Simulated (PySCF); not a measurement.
H₄N, SMILES [NH4+], charge +1. Atoms are numbered in the order given.

```xyz
5

N      0.0000     0.0000     0.0000
H      0.5912    -0.5912     0.5912
H     -0.5912    -0.5912    -0.5912
H     -0.5912     0.5912     0.5912
H      0.5912     0.5912    -0.5912
```
Charge +1, spin multiplicity 1.

Geometry: r2SCAN-D4/def2-TZVPD. The isomer is the one that the SMILES or the coordinates give; other isomers of the formula were not compared.

Vertical ionisation energy (IE) and electron affinity (EA) in eV. Rows of orbital energies are one-electron estimates. Where ΔSCF, EOM or ADC give a negative EA the extra electron is unbound and the value depends on the basis.

```csv
level,IE,EA
"−ε(HOMO), −ε(LUMO), HF/def2-TZVPD (PySCF)",27.19,3.75
"−ε(HOMO), −ε(LUMO), ωB97X/def2-TZVPD (PySCF)",25.40,3.89
EOM-CCSD/aug-cc-pVDZ (PySCF),26.53,4.46
```
